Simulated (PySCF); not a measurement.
Si(F)3(GeH3) (F₃GeH₃Si), SMILES [GeH3][Si](F)(F)F. Atoms are numbered in the order given.

```xyz
8

F      1.4956     0.0054    -1.4842
Si     0.0000     0.0000    -0.8865
F     -0.7525     1.2925    -1.4842
F     -0.7431    -1.2979    -1.4842
Ge     0.0000     0.0000     1.4568
H      0.7420     1.2440     1.9554
H      0.7063    -1.2646     1.9554
H     -1.4484     0.0206     1.9554
```
Charge 0, spin multiplicity 1.

Geometry: ωB97X-D3(BJ)/def2-SVP. The structure was generated by enumeration, and PubChem lists no compound with its InChIKey, so it may never have been made.

Two levels are set side by side: PBE/pcSseg-1 (PySCF) and B3LYP/pcSseg-1 (PySCF). GIAO shifts against CFCl3 (¹⁹F), GeH4 (⁷³Ge), TMS (²⁹Si), TMS (¹H) at the same level; non-relativistic, no solvent, atoms listed together averaged. Differences are taken from unrounded values.

```json
[
 {"quantity": "δ(¹⁹F) of F1, F3, F4 (ppm)", "B3LYP": "-122.4", "PBE": "-131.6", "PBE minus B3LYP": "-9.2"},
 {"quantity": "δ(²⁹Si) of Si2 (ppm)", "B3LYP": "-39.4", "PBE": "-33.6", "PBE minus B3LYP": "5.8"},
 {"quantity": "δ(⁷³Ge) of Ge5 (ppm)", "B3LYP": "-39.4", "PBE": "-44.3", "PBE minus B3LYP": "-5.0"},
 {"quantity": "δ(¹H) of H6, H7, H8 (ppm)", "B3LYP": "3.73", "PBE": "3.77", "PBE minus B3LYP": "0.04"}
]
```

Rough cost on one machine, each run with all the roots and properties that it gave: B3LYP against PBE within a factor of 2.
